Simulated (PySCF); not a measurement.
Computed IR spectrum (relative IR intensity) of a molecule C4H2ClF. Geometry optimised at B3LYP-D3(BJ)/def2-SVP. The values are those of a single conformer. Level of theory: B3LYP-D3(BJ)/def2-SVP in PySCF 2.14.0. Frequencies are harmonic and unscaled.

Lines under 2 % of the strongest are left out, and lines within 2 cm⁻¹ are merged.

ν (cm⁻¹): 397 (vw), 447 (vw), 489 (w), 656 (m), 715 (m), 824 (w), 858 (s), 1031 (m), 1119 (s), 1342 (m), 1709 (vs), 2216 (vw), 3194 (w), 3471 (s) (against the strongest line: vs over 80 %, s over 45 %, m over 15 %, w over 4 %, vw less)

Identify the compound among the candidates.
A. C#C/C=C(\F)Cl
B. C#C/C(F)=C\Cl
C. C#C/C(Cl)=C\F

A, C#C/C=C(\F)Cl
